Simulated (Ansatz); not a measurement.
Basis sets compared for Ge₁₀H₁₆, a cluster cut from cubic germanium. The state is a singlet with charge 0. Geometry PBE-D4/def2-SVP. Ansatz on 2 threads of AMD EPYC 7R13 on a shared host and a share (18 GiB) of an NVIDIA H100 80GB HBM3; times are rough, and most runs start from earlier orbitals.

```csv
atom,x (Å),y (Å),z (Å)
Ge1,1.957,0.821,-1.861
Ge2,0.941,1.928,1.836
Ge3,-1.807,1.894,-1.062
Ge4,-0.940,-1.927,-1.837
Ge5,-1.956,-0.824,1.860
Ge6,1.805,-1.892,1.063
Ge7,0.546,2.327,-0.546
Ge8,1.413,-1.503,-1.321
Ge9,0.394,-0.392,2.386
Ge10,-2.357,-0.428,-0.521
H11,3.457,1.098,-1.549
H12,1.732,1.077,-3.381
H13,2.433,2.214,2.178
H14,0.064,2.894,2.686
H15,-2.075,2.164,-2.572
H16,-2.713,2.857,-0.238
H17,-1.197,-1.701,-3.356
H18,-1.294,-3.408,-1.510
H19,-2.869,0.106,2.713
H20,-2.313,-2.297,2.216
H21,3.305,-1.641,1.399
H22,1.479,-3.373,1.418
H23,0.895,3.808,-0.894
H24,2.315,-2.460,-2.162
H25,0.645,-0.643,3.906
H26,-3.858,-0.701,-0.851
```

Single mean-field runs in def2-TZVP are fitted with def2-universal-jkfit.

Binding counts from free atoms (Ge triplet, H doublet) in the same basis, without a counterpoise term.

```csv
level,functions,energy (Eh),HOMO (eV),LUMO (eV),binding per atom (eV),wall time
PBE-D4/def2-SVP,400,-20774.0956,-6.53,-1.41,2.83,13 s
PBE0-D4/def2-SVP,400,-20774.6653,-7.56,-0.72,2.84,12 s
```

Estimate the rows for PBE-D4/def2-TZVP (with forces), PBE0-D4/def2-TZVP (with forces).


```json
{"level": "PBE-D4/def2-TZVP (with forces)", "functions": "576", "energy (Eh)": "-20776.7190", "HOMO (eV)": "-6.57", "LUMO (eV)": "-1.57", "binding per atom (eV)": "2.83", "wall time": "11 s"}
{"level": "PBE0-D4/def2-TZVP (with forces)", "functions": "576", "energy (Eh)": "-20777.2779", "HOMO (eV)": "-7.57", "LUMO (eV)": "-0.88", "binding per atom (eV)": "2.84", "wall time": "13 s"}
```
